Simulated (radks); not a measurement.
Species: Cs3.25+. Configuration: [Kr] 4d10 5p(up 2, down 2) 5s(up 1, down 0.75) (fractional occupations, a model configuration).

Calculated with a radial shooting solver on a logarithmic mesh with Libxc functionals: scalar-relativistic Kohn-Sham, LDA (Slater exchange, Perdew-Wang correlation), spin-polarised, spherical densities, finite nucleus; Fermi nuclear charge, rms radius 4.8041 fm.

Energy parts (eV):
part                      energy
total                 -211643.17
kinetic                222920.96
electron-nucleus      -510599.61
Hartree                 81063.68
exchange-correlation    -5028.19

Orbitals (lengths in bohr, moments of r in powers of bohr; r(90%) holds 90 % of the orbital's charge):
orbital,occ.,eigenvalue (eV),r(90%),<r>,<r^4>
1s up,1,-35792.57,0.0470,0.02613,2.252e-06
1s down,1,-35792.54,0.0470,0.02613,2.252e-06
2s up,1,-5644.256,0.173,0.1122,0.0003788
2s down,1,-5644.243,0.173,0.1122,0.0003788
2p up,3,-5069.760,0.160,0.09824,0.0002747
2p down,3,-5069.746,0.160,0.09824,0.0002747
3s up,1,-1199.740,0.440,0.2995,0.01593
3s down,1,-1199.721,0.440,0.2995,0.01593
3p up,3,-1014.789,0.446,0.2973,0.01665
3p down,3,-1014.769,0.446,0.2973,0.01665
3d up,5,-742.4391,0.429,0.2737,0.01420
3d down,5,-742.4210,0.429,0.2737,0.01420
4s up,1,-253.2305,1.00,0.6946,0.4344
4s down,1,-253.1907,1.000,0.6945,0.4341
4p up,3,-193.9615,1.08,0.7390,0.5828
4p down,3,-193.9157,1.08,0.7389,0.5823
4d up,5,-107.5794,1.26,0.8338,1.082
4d down,5,-107.5127,1.26,0.8334,1.079
5s up,1,-57.5543,2.37,1.657,13.67
5s down,0.75,-57.3475,2.37,1.658,13.72
5p up,2,-42.8303,2.73,1.892,23.78
5p down,2,-42.6437,2.73,1.895,23.94

The highest occupied level is 5p down at -42.644 eV. The density falls to 0.001 e/bohr^3 at r = 3.56 bohr.
